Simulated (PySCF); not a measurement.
## Sc²⁺ (scandium, charge +2) across methods

[Ar] 4s1, 2S determinant (an excited configuration). Calculation: PySCF 2.14, in aug-cc-pVTZ with one added diffuse shell each of s, p, d, f, g type (9s8p6d4f3g, 118 functions); the non-relativistic Hamiltonian (point nucleus).

| method | E (hartree) | mean ε 3p α (eV) | mean ε 3p β (eV) | mean ε 4s α (eV) | Σ⟨r²⟩ (bohr²) | ⟨S²⟩ |
| --- | --- | --- | --- | --- | --- | --- |
| LDA | -757.808 | -54.875 | -54.696 | -18.611 | 22.48 | 0.750 |
| M06 | -759.749 | -57.391 | -57.239 | -19.009 | 22.42 | 0.751 |
| r2SCAN0 | -759.733 | -58.028 | -57.862 | -19.234 | 22.70 | 0.750 |
| PBEsol | -758.637 | -54.765 | -54.573 | -18.429 | 22.56 | 0.750 |
| UHF | -758.98035 | -63.968 | -63.773 | -20.868 | 23.07 | 0.750 |
| PBE | -759.537 | -54.860 | -54.653 | -18.401 | 22.59 | 0.750 |
| r2SCAN | -759.729 | -55.740 | -55.579 | -18.507 | 22.70 | 0.750 |
| PBE0 | -759.588 | -57.455 | -57.254 | -19.133 | 22.64 | 0.750 |
